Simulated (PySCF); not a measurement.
Compound: C4H6FOSi (doublet state).
Structure used (GFN2-xTB), in Å, numbered top down from 1:
```xyz
13
C4H6FOSi angstrom
O     -2.2328    0.0063   -1.5365
C     -1.3685   -0.0726   -0.7128
C     -0.6463    0.9402    0.1441
C      0.2535   -0.2066    0.6742
Si     2.0803   -0.0404    0.1891
F      2.5854    1.3488    0.8708
C     -0.5575   -1.2227   -0.1578
H     -1.2872    1.4059    0.8923
H     -0.1557    1.7357   -0.4159
H      0.1356   -0.3578    1.7486
H      2.3525    0.1764   -1.2217
H     -0.0109   -1.7854   -0.9137
H     -1.1530   -1.9272    0.4217
```

The hyperfine couplings belong to this conformer and change with its torsions.

Identity: `O=C1CC([SiH]F)C1` [radical].

Computed with UKS B3LYP, pcH-1 on C F H O Si, non-relativistic, mean-field spin-orbit, GIAO (PySCF 2.14.0). One conformer (not necessarily the lowest) at the GFN2-xTB geometry, without solvent, vibrations or thermal averaging. A GFN2-xTB geometry isn't a minimum of the functional, and hyperfine couplings can be far from their values at a DFT geometry, by a factor of two or more for some ions and for spin on atoms past the first row. No stability test was run, so a lower SCF solution isn't excluded.

(1) Predict the first-order ENDOR lines of F6, H11, H8/H13, H9/H12 and H10 under fast tumbling at B = 339.1 mT (X band).

(2) Which pairs are centred on the nuclear Larmor frequency, and which on half the coupling?

(3) At what field would the lower line of H11 fall to zero frequency?

## Answers

(1) For S = 1/2 in fast tumbling each set of equivalent nuclei gives two lines, ν± = |νn ± a/2| to first order, with νn = g_N μN B/h and μN/h = 7.62259 MHz/T.

```
nuclei  isotope     g_N  νn (MHz)  a_iso (MHz)  lower line (MHz)  upper line (MHz)
    F6      19F  5.2577     13.59       124.08             48.45             75.63
   H11       1H  5.5857     14.44       126.36             48.74             77.62
H8/H13       1H  5.5857     14.44         7.00             10.94             17.94
H9/H12       1H  5.5857     14.44         4.91             11.98             16.89
   H10       1H  5.5857     14.44        -1.46             13.71             15.17
```

(2) Centred on νn, since |a| < 2νn: H8/H13, H9/H12 and H10. Centred on |a|/2 and split by 2νn: F6 and H11.

(3) Where νn = |a|/2, that is B = 63.18 MHz/(5.5857 × 7.62259 MHz/T) = 1480 mT, as far as first order holds there.

Class means assume fast exchange of nuclei equivalent by connectivity; if that motion is slow, each nucleus keeps its own coupling. The 1H value of +7.0 MHz is a mean of couplings from 2.6 to 11.4 MHz in this one geometry, not an average over conformers.
